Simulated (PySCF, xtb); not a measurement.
K(OtBu) (C₄H₉KO), SMILES CC(C)([O][K])C.

Harmonic wavenumbers (cm⁻¹) from GFN2-xTB (xtb 6.7.1) at its own minimum, in rising order: 42, 61, 163, 208, 233, 239, 336, 348, 429, 474, 490, 770, 894, 899, 929, 993, 1004, 1007, 1168, 1184, 1217, 1359, 1361, 1388, 1470, 1482, 1482, 1489, 1496, 1508, 2886, 2903, 3006, 3007, 3016, 3018, 3021, 3044, 3049.

Question: What does B3LYP-D3(BJ)/def2-SVP (PySCF 2.14.0) give at its own minimum? (Estimate from the structure and the level; the computed values follow.)

Answer: 75, 76, 234, 269, 289, 289, 343, 343, 472, 488, 488, 754, 873, 873, 927, 1021, 1021, 1040, 1224, 1224, 1257, 1354, 1354, 1378, 1439, 1449, 1449, 1462, 1462, 1479, 2999, 2999, 3010, 3080, 3080, 3089, 3091, 3096, 3096. Paired by order, the mean absolute difference is 37 cm⁻¹ and the zero-point energies are 75.9 and 77.1 kcal/mol.
